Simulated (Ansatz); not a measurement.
C8H14O2 (`CC(=O)C(C(C)=O)C(C)C`), relaxed with RKS PBE0-D4/def2-TZVP in Ansatz from a GFN2-xTB geometry. The force threshold is 0.005 eV/Å; the program also tests the step.

Charge 0, multiplicity 1.

Start:

```xyz
24

C     1.013    0.402   -2.218
C     1.019    1.053   -0.868
O     1.647    2.050   -0.612
C     0.101    0.429    0.183
C    -1.293    0.892   -0.230
C    -1.806    2.067    0.551
O    -1.897    0.377   -1.137
C     0.189   -1.103    0.276
C    -0.815   -1.613    1.309
C     1.601   -1.528    0.669
H     1.576   -0.529   -2.188
H    -0.009    0.171   -2.510
H     1.473    1.065   -2.947
H     0.361    0.872    1.148
H    -2.758    2.405    0.151
H    -1.074    2.871    0.499
H    -1.928    1.789    1.596
H    -0.072   -1.531   -0.695
H    -0.738   -2.693    1.403
H    -0.620   -1.171    2.285
H    -1.832   -1.369    1.013
H     1.843   -1.156    1.663
H     2.344   -1.139   -0.023
H     1.677   -2.612    0.683
```

```csv
step,energy (eV),largest force (eV/Å),largest move (Å)
1,-12609.3487,0.402,0.000
2,-12609.3752,0.218,0.089
3,-12609.3780,0.205,0.023
4,-12609.3796,0.023,0.011
5,-12609.3798,0.031,0.012
6,-12609.3803,0.028,0.024
7,-12609.3805,0.018,0.021
8,-12609.3807,0.027,0.025
9,-12609.3809,0.024,0.014
10,-12609.3809,0.017,0.013
11,-12609.3810,0.015,0.013
12,-12609.3810,0.020,0.009
13,-12609.3810,0.004,0.004
```

End:

```xyz
24

C     1.041    0.423   -2.211
C     1.003    1.046   -0.846
O     1.641    2.031   -0.567
C     0.071    0.416    0.190
C    -1.333    0.883   -0.187
C    -1.819    2.117    0.509
O    -1.983    0.304   -1.022
C     0.176   -1.109    0.285
C    -0.799   -1.649    1.323
C     1.599   -1.527    0.632
H     1.568   -0.535   -2.169
H     0.029    0.212   -2.564
H     1.563    1.086   -2.898
H     0.348    0.870    1.146
H    -2.756    2.458    0.074
H    -1.057    2.900    0.453
H    -1.962    1.896    1.572
H    -0.101   -1.524   -0.689
H    -0.710   -2.735    1.404
H    -0.587   -1.227    2.310
H    -1.834   -1.420    1.064
H     1.888   -1.134    1.611
H     2.332   -1.167   -0.093
H     1.680   -2.616    0.674
```

It took 37 s on 4 threads of an AMD EPYC 7R13 on a shared host and a share of an NVIDIA H100 80 GB, with 1.1 GiB of host memory at the peak.
